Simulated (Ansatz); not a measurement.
Relaxation of CH₇AsOSi (11 atoms, charge 0, multiplicity 1), to a largest force component of 0.015 eV/Å in at most 40 steps.

Level of theory: RKS B3LYP/def2-SVP in Ansatz 0.2.0.

```xyz
11
Properties=species:S:1:pos:R:3
O -1.015 0.903 -0.947
C -0.249 1.046 0.171
Si -0.102 -0.634 0.944
As 1.031 -2.080 -0.535
H -1.115 1.856 -1.357
H 0.763 1.432 -0.118
H -0.673 1.745 0.915
H -1.361 -1.136 1.307
H 0.757 -0.504 2.213
H 2.034 -1.021 -0.896
H -0.005 -1.665 -1.676
```

Q: Where does it end, and by what steps?

A: The forces met the threshold. After 9 steps the energy has fallen by 0.423 eV; H10 moved furthest, 0.26 Å.

```csv
step,energy less start (eV),largest force component (eV/Å),accepted
0,0.0000,2.913,yes
1,-0.3452,0.986,yes
2,-0.4061,0.328,yes
3,-0.4178,0.115,yes
4,-0.4209,0.059,yes
5,-0.4220,0.035,yes
6,-0.4224,0.065,yes
7,-0.4227,0.040,yes
8,-0.4228,0.029,yes
9,-0.4230,0.011,yes
```

```xyz
11
Properties=species:S:1:pos:R:3
O -1.079 0.985 -0.980
C -0.274 1.116 0.179
Si -0.045 -0.619 0.941
As 0.939 -2.190 -0.568
H -1.185 1.855 -1.386
H 0.726 1.542 -0.042
H -0.737 1.774 0.945
H -1.370 -1.155 1.367
H 0.832 -0.494 2.145
H 2.125 -1.260 -0.849
H 0.134 -1.612 -1.733
```

The run took 27 s on 2 threads of Intel(R) Xeon(R) Platinum 8488C (Sapphire Rapids), with other jobs on the host, peak memory 0.29 GiB.
